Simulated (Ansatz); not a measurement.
Ansatz (a first-principles code) input:

Ansatz 0.2 input:
```yaml
crystal:
  periodic: [false, false, false]
  atoms:
    - {symbol: C, position_ang: [-2.84577073, -0.28901947, -0.32232775]}
    - {symbol: C, position_ang: [-1.43655059, -0.60945325, -0.81149558]}
    - {symbol: C, position_ang: [-0.35157530, 0.02963427, 0.05162817]}
    - {symbol: C, position_ang: [1.05403071, -0.28896439, -0.43486690]}
    - {symbol: C, position_ang: [2.16277917, 0.31655487, 0.38058882]}
    - {symbol: O, position_ang: [2.00791705, 1.00843288, 1.35340048]}
    - {symbol: H, position_ang: [-2.99654218, -0.64537817, 0.69931474]}
    - {symbol: H, position_ang: [-3.60354036, -0.75589679, -0.95387814]}
    - {symbol: H, position_ang: [-3.02612622, 0.78845017, -0.32515462]}
    - {symbol: H, position_ang: [-1.29335332, -1.69506198, -0.82958070]}
    - {symbol: H, position_ang: [-1.32273064, -0.27125286, -1.84689134]}
    - {symbol: H, position_ang: [-0.45684970, -0.30333811, 1.08747631]}
    - {symbol: H, position_ang: [-0.48609788, 1.11421203, 0.07463772]}
    - {symbol: H, position_ang: [1.23326316, -1.37218177, -0.46186060]}
    - {symbol: H, position_ang: [1.20410469, 0.04102066, -1.47159276]}
    - {symbol: H, position_ang: [3.18705644, 0.07945161, 0.01916499]}
basis:
  gaussian:
    orbitals: def2-TZVPD
hamiltonian:
  xc: {name: PBE0}
output: {forces: true}
```

Question: Predict the final energy.

Answer: -271.54919 Eh (PBE0/def2-TZVPD). The basis has 315 functions.
